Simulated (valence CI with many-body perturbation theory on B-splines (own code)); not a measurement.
## Forbidden lines of Ta³⁴⁺

Method: valence CI with perturbative core correlation (CI+MBPT): three valence electrons over a frozen Dirac-Fock core [Kr], radial functions for each j: 7 s, 7 p, 8 d, 6 f, 4 g, 1 h, with the one-electron correlation potential Σ1, the two-electron term Σ2, the three-electron term Σ3, Breit, model QED; selected CI, second order for the rest, scaled by the run's own slope (own B-spline code, finite nucleus).

The last digits are not significant, and no measured levels were compared; by estimate large intervals hold to a few tenths of a per cent, small ones and those within an open d or f shell to about a per cent. The list stops below the first excitations out of the core.

Lines 1 to 50 of 57 in falling wavelength, among levels below 985350 cm⁻¹, chosen from the decays that carry over 1 % of a level's rate. Wavelengths and rates use the calculated energies. Electric multipoles are in the length gauge, E1 and E2 with the static RPA response of the core. S is in atomic units (e²a₀⁴ for E2 and M2, e²a₀⁶ for E3), for M1 in squared Bohr magnetons. Weak lines are less certain than strong ones. Lines between different terms over intervals too small for the method are left out, as are lines whose strength nearly cancels. The highest levels of a list are the least certain.

Levels are named by their leading jj configuration (3d3/2^4 stands for four electrons in 3d with j = 3/2), which in mixed levels can hold well under half, so a name can repeat and another be missing. Letters in brackets count levels of one name in rising energy.

```csv
λ vac (nm),Upper,Lower,Type,A (s⁻¹),S (a.u.)
3085,(4d3/2^2 4d5/2) J=9/2,(4d3/2^2 4d5/2) J=7/2,M1,2.67e-01,2.90e+00
334.9,(4d3/2^2 4d5/2) J=7/2,(4d3/2^2 4d5/2) J=5/2 [a],M1,4.12e+02,4.59e+00
272.9,(4d3/2 4d5/2^2) J=5/2 [b],(4d3/2 4d5/2^2) J=3/2 [a],M1,3.54e+02,1.60e+00
150.5,(4d3/2^2 4d5/2) J=5/2 [b],(4d3/2^2 4d5/2) J=7/2,M1,2.85e+02,2.16e-01
145.4,(4d3/2 4d5/2^2) J=7/2 [b],(4d3/2 4d5/2^2) J=7/2 [a],M1,7.13e+02,6.50e-01
141.9,(4d3/2 4d5/2^2) J=3/2 [a],(4d3/2^2 4d5/2) J=5/2 [b],M1,1.01e+03,4.29e-01
137.8,(4d5/2^3) J=3/2,(4d3/2 4d5/2^2) J=3/2 [b],M1,1.65e+03,6.42e-01
130.0,(4d3/2^2 4d5/2) J=5/2 [b],(4d3/2^2 4d5/2) J=3/2,M1,1.96e+03,9.57e-01
116.4,(4d3/2 4d5/2^2) J=3/2 [b],(4d3/2 4d5/2^2) J=1/2,M1,1.98e+03,4.63e-01
115.7,(4d3/2 4d5/2^2) J=5/2 [a],(4d3/2^2 4d5/2) J=5/2 [b],M1,6.40e+03,2.20e+00
105.8,(4d3/2 4d5/2^2) J=3/2 [b],(4d3/2 4d5/2^2) J=3/2 [a],M1,3.24e+03,5.68e-01
103.8,(4d3/2^2 4d5/2) J=5/2 [b],(4d3/2^2 4d5/2) J=5/2 [a],M1,5.03e+02,1.25e-01
97.10,(4d5/2^3) J=5/2,(4d3/2 4d5/2^2) J=3/2 [b],M1,4.38e+03,8.92e-01
93.36,(4d3/2 4d5/2^2) J=5/2 [b],(4d3/2^2 4d5/2) J=5/2 [b],M1,1.11e+04,2.00e+00
92.26,(4d5/2^3) J=9/2,(4d3/2 4d5/2^2) J=11/2,M1,2.79e+03,8.14e-01
90.63,(4d3/2 4d5/2^2) J=7/2 [a],(4d3/2^2 4d5/2) J=7/2,M1,1.32e+04,2.92e+00
89.88,(4d3/2^2 4d5/2) J=5/2 [a],(4d3/2^3) J=3/2,M1,3.59e+04,5.79e+00
88.76,(4d3/2 4d5/2^2) J=7/2 [b],(4d3/2^2 4d5/2) J=5/2 [b],M1,2.43e+03,5.03e-01
83.28,(4d3/2 4d5/2^2) J=9/2,(4d3/2^2 4d5/2) J=9/2,M1,2.55e+04,5.45e+00
81.09,(4d3/2 4d5/2^2) J=9/2,(4d3/2^2 4d5/2) J=7/2,M1,1.57e+04,3.10e+00
76.66,(4d5/2^3) J=3/2,(4d3/2 4d5/2^2) J=5/2 [b],M1,2.76e+03,1.84e-01
76.56,(4d3/2^2 4d5/2) J=3/2,(4d3/2^3) J=3/2,M1,2.97e+04,1.98e+00
75.71,(4d3/2 4d5/2^2) J=3/2 [a],(4d3/2^2 4d5/2) J=1/2,M1,9.29e+03,5.98e-01
72.34,(4d5/2^3) J=9/2,(4d3/2 4d5/2^2) J=9/2,M1,3.58e+04,5.03e+00
71.33,(4d3/2 4d5/2^2) J=7/2 [a],(4d3/2^2 4d5/2) J=5/2 [a],M1,5.86e+04,6.30e+00
71.07,(4d3/2 4d5/2^2) J=1/2,(4d3/2^2 4d5/2) J=1/2,M1,5.40e+04,1.44e+00
70.86,(4d3/2^2 4d5/2) J=7/2,(4d3/2^3) J=3/2,E2,9.51e+00,1.21e-02
68.52,(4d3/2^2 4d5/2) J=1/2,(4d3/2^3) J=3/2,M1,1.11e+04,2.65e-01
67.83,(4d3/2 4d5/2^2) J=3/2 [a],(4d3/2^2 4d5/2) J=3/2,M1,5.45e+04,2.52e+00
66.70,(4d3/2 4d5/2^2) J=11/2,(4d3/2^2 4d5/2) J=9/2,M1,1.76e+04,2.32e+00
66.17,(4d5/2^3) J=3/2,(4d3/2 4d5/2^2) J=5/2 [a],M1,3.27e+04,1.41e+00
66.14,(4d5/2^3) J=9/2,(4d3/2 4d5/2^2) J=7/2 [a],M1,5.04e+04,5.41e+00
65.40,(4d3/2 4d5/2^2) J=5/2 [a],(4d3/2^2 4d5/2) J=7/2,M1,2.29e+03,1.43e-01
64.38,(4d5/2^3) J=5/2,(4d3/2 4d5/2^2) J=7/2 [b],M1,1.28e+04,7.57e-01
64.08,(4d3/2 4d5/2^2) J=1/2,(4d3/2^2 4d5/2) J=3/2,M1,2.94e+03,5.73e-02
63.10,(4d5/2^3) J=3/2,(4d3/2 4d5/2^2) J=1/2,M1,2.12e+04,7.91e-01
62.16,(4d5/2^3) J=5/2,(4d3/2 4d5/2^2) J=5/2 [b],M1,2.11e+04,1.13e+00
61.20,(4d3/2 4d5/2^2) J=5/2 [a],(4d3/2^2 4d5/2) J=3/2,M1,2.93e+04,1.49e+00
60.60,(4d3/2 4d5/2^2) J=3/2 [b],(4d3/2^2 4d5/2) J=5/2 [b],M1,3.15e+04,1.04e+00
59.96,(4d3/2 4d5/2^2) J=3/2 [a],(4d3/2^2 4d5/2) J=5/2 [a],M1,2.59e+04,8.28e-01
59.85,(4d5/2^3) J=3/2,(4d3/2 4d5/2^2) J=3/2 [a],M1,3.48e+04,1.11e+00
57.62,(4d3/2 4d5/2^2) J=5/2 [b],(4d3/2^2 4d5/2) J=7/2,M1,1.56e+04,6.62e-01
56.86,(4d3/2 4d5/2^2) J=7/2 [b],(4d3/2^2 4d5/2) J=9/2,M1,8.88e+03,4.84e-01
55.83,(4d3/2 4d5/2^2) J=7/2 [b],(4d3/2^2 4d5/2) J=7/2,M1,9.30e+03,4.80e-01
55.08,(4d5/2^3) J=5/2,(4d3/2 4d5/2^2) J=5/2 [a],M1,3.13e+04,1.17e+00
54.72,(4d3/2 4d5/2^2) J=5/2 [a],(4d3/2^2 4d5/2) J=5/2 [a],M1,4.45e+03,1.62e-01
50.63,(4d5/2^3) J=5/2,(4d3/2 4d5/2^2) J=3/2 [a],M1,3.73e+04,1.08e+00
49.16,(4d3/2 4d5/2^2) J=5/2 [b],(4d3/2^2 4d5/2) J=5/2 [a],M1,1.75e+03,4.63e-02
48.18,(4d3/2^2 4d5/2) J=5/2 [b],(4d3/2^3) J=3/2,M1,4.00e+03,9.94e-02
47.85,(4d3/2 4d5/2^2) J=7/2 [b],(4d3/2^2 4d5/2) J=5/2 [a],M1,2.03e+03,6.59e-02
```
